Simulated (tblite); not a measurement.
Compound: C4H13BOSi.
Atom-mapped SMILES: `[BH2:1][CH2:2][SiH2:3][O:4][CH:5]([CH3:6])[CH3:7]` (hydrogens: H8, H9 on B1; H10, H11 on C2; H12, H13 on Si3; H14 on C5; H15, H16, H17 on C6; H18, H19, H20 on C7)

Computed with GFN2-xTB (tblite), gas phase: L-BFGS steps from a force-field or distance-geometry start until the largest atomic force falls under 0.01 eV/Å.

Step 30: E = -605.7367 eV
```
atom  x, y, z in Å  |  force x, y, z in eV/Å
B1     -3.6098   -0.9524   -0.0203    0.019  -0.012  -0.015
C2     -2.1518   -1.2368   -0.4246    0.045   0.075   0.008
Si3    -1.2784    0.4634   -0.2453    0.026   0.061  -0.002
O4      0.2880    0.3041   -0.6138   -0.007   0.019  -0.025
C5      1.4673    0.4102    0.1483   -0.012  -0.011   0.002
C6      2.2472    1.6667   -0.2654    0.000   0.024  -0.009
C7      2.2809   -0.8628   -0.0619    0.003  -0.034   0.002
H8     -4.3813   -0.5731   -0.8129   -0.029   0.005  -0.021
H9     -3.9346   -1.0444    1.1006   -0.036  -0.026  -0.005
H10    -1.6395   -1.9550    0.2165    0.026   0.044  -0.038
H11    -2.0026   -1.5350   -1.4623   -0.038  -0.042   0.047
H12    -1.7741    1.4295   -1.2331    0.016  -0.048   0.077
H13    -1.4201    0.9908    1.1209   -0.019  -0.012  -0.037
H14     1.1904    0.4929    1.2064   -0.014  -0.034   0.026
H15     2.3979    2.3313    0.5799    0.024  -0.012   0.014
H16     3.2152    1.4045   -0.6823    0.008   0.007  -0.004
H17     1.6839    2.2052   -1.0211   -0.039  -0.014  -0.033
H18     2.5952   -0.9258   -1.1008    0.019  -0.009   0.010
H19     1.6680   -1.7316    0.1629   -0.011  -0.015   0.024
H20     3.1531   -0.8710    0.5858    0.020   0.035  -0.022
```

Step 31: E = -605.7381 eV
```
atom  x, y, z in Å  |  force x, y, z in eV/Å
B1     -3.6135   -0.9543   -0.0220    0.045  -0.032  -0.007
C2     -2.1526   -1.2303   -0.4250    0.022   0.037   0.009
Si3    -1.2793    0.4667   -0.2422    0.006   0.103  -0.002
O4      0.2869    0.3052   -0.6045   -0.009  -0.001  -0.059
C5      1.4681    0.4093    0.1519    0.009  -0.032   0.005
C6      2.2466    1.6644   -0.2668    0.016   0.032  -0.002
C7      2.2820   -0.8628   -0.0625    0.025  -0.052   0.004
H8     -4.3869   -0.5835   -0.8160   -0.035   0.015  -0.026
H9     -3.9388   -1.0515    1.0985   -0.035  -0.019  -0.008
H10    -1.6379   -1.9481    0.2146    0.017   0.037  -0.025
H11    -2.0030   -1.5305   -1.4622   -0.037  -0.028   0.041
H12    -1.7712    1.4323   -1.2324    0.015  -0.045   0.071
H13    -1.4269    1.0008    1.1204   -0.019  -0.019  -0.027
H14     1.1966    0.4889    1.2116   -0.015  -0.017   0.030
H15     2.4032    2.3303    0.5757    0.010   0.003   0.032
H16     3.2134    1.4018   -0.6856    0.018  -0.004  -0.018
H17     1.6810    2.2007   -1.0219   -0.042  -0.006  -0.033
H18     2.5972   -0.9251   -1.1014   -0.004  -0.009   0.011
H19     1.6737   -1.7347    0.1650   -0.013   0.002   0.013
H20     3.1563   -0.8690    0.5823    0.026   0.034  -0.010
```

Q: Estimate the geometry and energy of step 32. (The exact step hangs on the optimiser's Hessian estimate; all steps are aligned on step 31, rigid shifts and turns removed.)

A: E = -605.7394 eV, largest force 0.098 eV/Å
```
atom  x, y, z in Å  |  force x, y, z in eV/Å
B1     -3.6172   -0.9578   -0.0242    0.051  -0.030   0.002
C2     -2.1529   -1.2227   -0.4253   -0.005  -0.003   0.011
Si3    -1.2799    0.4719   -0.2389   -0.005   0.098   0.001
O4      0.2858    0.3064   -0.5962    0.002  -0.019  -0.071
C5      1.4691    0.4079    0.1556    0.027  -0.037   0.003
C6      2.2463    1.6623   -0.2683    0.024   0.025   0.005
C7      2.2837   -0.8637   -0.0629    0.035  -0.047   0.008
H8     -4.3930   -0.5938   -0.8195   -0.028   0.013  -0.020
H9     -3.9438   -1.0592    1.0960   -0.033  -0.015  -0.017
H10    -1.6358   -1.9401    0.2124    0.014   0.028  -0.003
H11    -2.0041   -1.5263   -1.4613   -0.030  -0.008   0.026
H12    -1.7682    1.4346   -1.2303    0.004  -0.015   0.039
H13    -1.4344    1.0112    1.1196   -0.018  -0.020  -0.003
H14     1.2025    0.4843    1.2172   -0.012  -0.001   0.016
H15     2.4088    2.3293    0.5720   -0.005   0.014   0.037
H16     3.2117    1.3986   -0.6894    0.017  -0.008  -0.028
H17     1.6773    2.1959   -1.0231   -0.033  -0.004  -0.019
H18     2.5990   -0.9243   -1.1020   -0.023  -0.013   0.010
H19     1.6795   -1.7380    0.1675   -0.010   0.014   0.003
H20     3.1603   -0.8658    0.5787    0.027   0.026   0.001
```

The energy changes by -0.0013 eV. The first-order estimate −F·Δx gives -0.0018 eV and the mean of the old and new forces, exact on a quadratic surface, -0.0013 eV. The step makes an angle of 76° with the force vector and moves no atom by more than 0.013 Å.

The cost below is that of the whole relaxation. On an Arm Neoverse N1 with one thread, no GPU, shared host with 64 logical CPUs at a one-minute load of 60, this took 1.8 s wall.
